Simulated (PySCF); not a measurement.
F4Nb, charge +1, singlet, at a GFN2-xTB geometry (such geometries of metal compounds can be far from the true shape) (the multiplicity is a formal guess) (core potentials on Nb). Base run: R2SCAN/def2-SVP (PySCF).

Here is a job for PySCF.
```python
from pyscf import gto, scf, dft

mol = gto.M(
    atom='''
Nb    0.000000    0.000000    0.000000
F     1.172470    0.826554   -1.022711
F     0.841746   -1.105257    1.083367
F    -1.122575   -0.908216   -1.009347
F    -0.891640    1.186919    0.948691
''',
    basis='def2-svp',
    ecp={'Nb': 'def2-svp'},
    charge=1,
    spin=0,
    verbose=4,
)

mf = dft.RKS(mol)
mf.xc = 'r2scan'
mf.kernel()
```

Each row names what was changed in the base input (with any setting that the change needs).

```csv
change,E (Eh),HOMO (eV),HOMO-LUMO gap (eV),core-seconds (rough)
base,-455.84875,-18.37,7.75,10
functional = pbe0; dispersion = d3zero,-455.57590,-19.92,9.99,8
functional = scan,-455.90871,-18.38,7.76,10
functional = bp86,___,___,___,7
functional = m062x,-455.69247,-21.92,12.95,10
functional = pw6b95,___,___,___,10
functional = pbe0; dispersion = d3bjm,-455.58091,-19.92,9.99,8
functional = blyp; dispersion = d3bj,-455.95251,-17.63,7.21,6
functional = wb97x_v,___,___,___,100
functional = lc_wpbe,-455.76360,-22.69,15.30,20
"functional = pw91,pw91",-455.94193,-17.84,7.20,8
functional = revpbe,-455.90348,-17.67,7.20,7
functional = bhandhlyp,___,___,___,8
```

Question: Complete the blanks.

Answer: 
- functional = bp86, E (Eh): -456.06646
- functional = bp86, HOMO (eV): -17.89
- functional = bp86, HOMO-LUMO gap (eV): 7.22
- functional = pw6b95, E (Eh): -456.37014
- functional = pw6b95, HOMO (eV): -20.13
- functional = pw6b95, HOMO-LUMO gap (eV): 10.21
- functional = wb97x_v, E (Eh): -455.78974
- functional = wb97x_v, HOMO (eV): -22.42
- functional = wb97x_v, HOMO-LUMO gap (eV): 14.90
- functional = bhandhlyp, E (Eh): -455.68837
- functional = bhandhlyp, HOMO (eV): -22.01
- functional = bhandhlyp, HOMO-LUMO gap (eV): 12.93

Absolute energies of different levels of theory aren't comparable as measures of quality.
